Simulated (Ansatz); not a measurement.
TiAl₃⁺. The state is a triplet with charge 1. Geometry PBE0-D4/def2-SVP, that of the neutral doublet; atoms count from 1.

```xyz
4

Ti    0.619    1.235   -0.873
Al    0.629   -1.403   -0.628
Al    0.315    0.330    1.596
Al   -1.563   -0.162   -0.095
```

The charge 1 triplet is spin-contaminated (final ⟨S²⟩ up to 2.52, 2.00 for a pure state). The structure comes from a short search, and lower isomers may exist.

Estimate the Mulliken populations from the PBE0/def2-TZVP orbitals of Ansatz.


```csv
atom,charge (e),spin (α − β),d electrons
Ti1,0.31,2.40,2.66
Al2,0.24,-0.47,–
Al3,0.23,0.00,–
Al4,0.22,0.06,–
```
Mulliken values and Mayer orders depend strongly on the basis.

Where does the spin sit?

Summed by element: Ti 2.40, Al -0.40, of 2 unpaired in all. Largest on single atoms: Ti1 2.40, Al2 -0.47, Al4 0.06.

And the Mayer bond orders between bonded heavy atoms (over 0.3)?

Ti1–Al2 0.91 (2.65 Å); Ti1–Al3 0.96 (2.65 Å); Ti1–Al4 0.92 (2.71 Å); Al2–Al3 0.54 (2.84 Å); Al2–Al4 0.67 (2.58 Å); Al3–Al4 0.71 (2.57 Å).
